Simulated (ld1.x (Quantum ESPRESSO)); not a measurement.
How hard is this Sn TM potential?

- Element: Sn (Z = 50)
- Generator: ld1.x (Quantum ESPRESSO) 7.5
- Type: norm-conserving Troullier–Martins (Kleinman–Bylander form)
- Functional: PBE
- Relativity: scalar-relativistic
- Frozen core: [Kr] 4d10
- Valence charge: 4
- Reference configuration: 5s2 5p2
- Partial waves: 5s (bound): rc 1.90 bohr; 5p (bound): rc 1.80 bohr; 5d channel at -0.05 Ry: rc 2.00 bohr
- Local potential: the d channel
- Core correction: Bessel-smoothed model core inside 1.45 bohr

The pseudo-atom Hamiltonian at the reference potential is diagonalised in spherical Bessel functions j_l(qr) that vanish at 20 bohr, with q² up to the cutoff. All-electron valence levels (Ry): 5s -0.7753, 5p -0.2715.

Problem. How do the lowest levels (Ry) of each channel move with the cutoff, and are there ghosts?

Solution.

```tsv
cutoff (Ry)	s #1	s #2	s #3	p #1	p #2	d #1	d #2	f #1	Σ f·Δε (mRy)
8	-9.7555	-0.7596	-0.0314	-0.2853	0.0217	0.0467	0.1278	0.1045	60.0
10	-14.4814	-0.7645	-0.0322	-0.2985	0.0207	0.0466	0.1275	0.1045	76.4
15	-23.7900	-0.7660	-0.0323	-0.3417	0.0176	0.0465	0.1273	0.1045	159.8
18	-28.9679	-0.7703	-0.0326	-0.4071	0.0131	0.0465	0.1273	0.1045	282.0
21	-31.4226	-0.7730	-0.0328	-1.3483	-0.1204	0.0465	0.1272	0.1045	310.0
30	-35.2862	-0.7759	-0.0330	-9.5784	-0.2689	0.0464	0.1270	0.1045	7.1
35	-36.7693	-0.7761	-0.0330	-12.8539	-0.2714	0.0464	0.1270	0.1045	1.8
40	-37.9009	-0.7761	-0.0330	-14.7445	-0.2716	0.0464	0.1270	0.1045	1.4
45	-38.4843	-0.7762	-0.0330	-17.2473	-0.2716	0.0464	0.1269	0.1045	1.2
55	-39.3744	-0.7763	-0.0331	-19.9801	-0.2718	0.0464	0.1269	0.1045	0.5
60	-39.5376	-0.7763	-0.0332	-21.0355	-0.2719	0.0464	0.1269	0.1045	0.4
400	-39.7058	-0.7763	-0.0337	-23.3301	-0.2721	0.0455	0.0638	0.1045	0.0
```

Result: ghost states, extra bound levels that the all-electron valence spectrum of the same l lacks: s at -540.2 eV, p at -317.4 eV (a true bound ghost makes a file unfit for plane-wave use); 10 mRy is reached at 30 Ry and 1 mRy at 50 Ry.

2 of 7 tests not solved or not reliable.
